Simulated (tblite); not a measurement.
Species: C5H6N2Si.
Numbering: `[CH:1]#[C:2][c:3]1[n:4][cH:5][cH:6][n:7]1[SiH3:8]` (hydrogens: H9 on C1; H10 on C5; H11 on C6; H12, H13, H14 on Si8)

All values are computed: GFN2-xTB (tblite) harmonic vibrations without scaling, gas phase. This tight-binding method is rough: wavenumbers can miss measured ones by several per cent, in bad cases by 10 to 20. Modes of hydrogen on silicon can be 10 to 20 % off.

Harmonic wavenumbers (cm⁻¹): 49.2, 102.7, 121.7, 160.1, 214.0, 387.4, 433.4, 500.5, 569.3, 581.5, 598.3, 611.9, 640.3, 677.7, 696.2, 756.4, 764.1, 769.7, 794.5, 830.3, 904.6, 1024.8, 1112.0, 1164.3, 1256.9, 1291.6, 1371.7, 1465.0, 1527.1, 2252.8, 2298.7, 2301.3, 2301.8, 3164.0, 3178.3, 3396.2.

A = 2189, B = 1991, C = 1056 MHz; mass 122.030 u (most abundant isotopes); point group Cs, symmetry number 1.

Task: Zero-point energy?

Result: Half the sum of the wavenumbers: 20135 cm⁻¹ = 240.87 kJ/mol.

Task: Entropy at 350 K, 1 bar (ideal gas, RRHO, classical rotation)?

Result: Translation 172.11, rotation 121.82, vibration 114.41: S = 408.3 J/(mol K).

Task: And Cp and H(350 K) − H(0)?

Result: Cp = 159.66 J/(mol K), of which vibrations give 126.40 (their classical limit is 36 R = 299.3); H(350 K) − H(0) = 33.18 kJ/mol without the zero-point energy, 21.54 from vibrations.

Task: What must be added to the electronic energy to get the Gibbs energy at 350 K and 1 bar?

Result: ZPE + [H(350 K) − H(0)] − T·S = 240.87 + 33.18 − 142.92 = 131.13 kJ/mol.

Task: Which modes carry the vibrational entropy at 350 K?

Result: 49.2 cm⁻¹: 21.62; 102.7 cm⁻¹: 15.55; 121.7 cm⁻¹: 14.16; 160.1 cm⁻¹: 11.94; 214.0 cm⁻¹: 9.64; 387.4 cm⁻¹: 5.27 J/(mol K); the other 30 give 36.24 together.

Task: Blend soft modes into free rotors: weight 1/[1 + (100 cm⁻¹/ν̃)⁴] for the oscillator and the rest for a rotor with moment μB/(μ + B), μ = h/(8π²ν), B = 10⁻⁴⁴ kg m². What vibrational entropy results?

Result: 106.36 J/(mol K) in place of 114.41, which changes −T·S at 350 K by +2.82 kJ/mol.

Hindered rotation and anharmonicity are outside this model.
